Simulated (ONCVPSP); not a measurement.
Configuration tests for mercury (ONCV)

- Element: Hg (Z = 80)
- Generator: ONCVPSP 4.0.1
- Type: optimised norm-conserving Vanderbilt (ONCV)
- Functional: Wu-Cohen
- Relativity: scalar-relativistic
- Frozen core: [Kr] 4d10 4f14
- Valence charge: 20
- Reference configuration: 5s2 5p6 5d10 (charge +2)
- Partial waves: 5s: rc 0.95 bohr, ncon 4, nbas 7, qcut 7.1 1/bohr, 2 projectors, debl 1.9 Ha; 5p: rc 1.20 bohr, ncon 4, nbas 8, qcut 7 1/bohr, 2 projectors, debl 3.9 Ha; 5d: rc 2.00 bohr, ncon 4, nbas 9, qcut 8.1 1/bohr, 2 projectors, debl 0.6 Ha
- Local potential: polynomial inside 0.90 bohr (lpopt 5, dvloc0 0 Ha)
- Core correction: none

In the s channel the program set the typed energies aside and used -5.053, 0.250 Ha. In the d channel the program set the typed energies aside and used -1.059, 0.250 Ha.

Energies are relative to the spin-unpolarised reference configuration 5s2 5p6 5d10; without spin polarisation the order of configurations can differ from experiment.

```csv
valence configuration,charge,ΔE all-electron (eV),error AE − PS (meV)
5s2 5p6 5d10 6s2,0,-29.771,+10
5s2 5p6 5d9,+3,35.564,-7.5
```

What are ΔE and the potential's error for 5s2 5p6 5d8?

ΔE = 85.358 eV all-electron; the error (AE − PS) is -17 meV.

What are ΔE and the potential's error for 5s2 5p6 5d10 6s1?

ΔE = -19.018 eV all-electron; the error (AE − PS) is +6.6 meV.

Levels in the configuration 5s2 5p6 5d10 6s2:

| level | all-electron (eV) | pseudo (eV) |
| --- | --- | --- |
| 5s | -118.258 | -118.251 |
| 5p | -66.538 | -66.532 |
| 5d | -9.870 | -9.870 |
| 6s | -6.875 | -6.875 |

Note: no bound ghost flagged; GHOST(+) flagged for s at 10.5 eV, p at 316.3 eV.
